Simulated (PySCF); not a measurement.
# Electron correlation in Cd⁺ (cadmium, charge +1)

[Kr] 4d10 5s1, 2S determinant. All numbers are calculated (PySCF 2.14, the spin-free X2C one-electron Hamiltonian (Gaussian nucleus), in x2c-TZVPPall with one added diffuse shell each of s, p, d, f type (9s7p7d3f1g, 95 functions)). Frozen: [Ar] 3d10; 19 electrons correlated.

MP2 pair energies summed by pair of shells (mhartree):

| pair | energy | share (%) |
| --- | --- | --- |
| 4d-4d | -351.66 | 52.6 |
| 4p-4d | -164.87 | 24.7 |
| 4p-4p | -44.45 | 6.6 |
| 4d-5s | -42.95 | 6.4 |
| 4s-4d | -34.26 | 5.1 |
| 4s-4p | -21.52 | 3.2 |
| 4p-5s | -4.45 | 0.7 |
| 4s-4s | -3.92 | 0.6 |
| 4s-5s | -0.43 | 0.1 |

Total MP2 correlation energy: -668.50 mhartree.

Same-spin part -225.22 and opposite-spin part -443.28 mhartree; SCS-MP2 scales them by 1/3 and 6/5 to -607.01 mhartree.

This basis was not built for core-valence correlation, so the inner-shell part is incomplete.
